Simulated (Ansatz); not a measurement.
Ansatz (a program for electronic structure) input:

Ansatz 0.2 input:
```yaml
crystal:
  periodic: [false, false, false]
  atoms:
    - {symbol: N, position_ang: [-1.15421248, 0.08307660, 0.34072297]}
    - {symbol: C, position_ang: [-0.06243382, -0.00609724, 0.02334692]}
    - {symbol: O, position_ang: [1.11326156, 0.01036218, -0.37064141]}
    - {symbol: H, position_ang: [-2.11967395, 0.15073496, 0.62657741]}
    - {symbol: H, position_ang: [1.66767176, -0.77858513, -0.18658848]}
basis:
  gaussian:
    orbitals: def2-TZVP
hamiltonian:
  xc: {name: HF}
total_charge: 1
relax: {f_tol: 0.003, max_steps: 100}
```

Task: Predict the final energy.

Result: -168.10467 Eh (HF/def2-TZVP). The basis has 105 functions.

It need not be the lowest isomer of its formula.
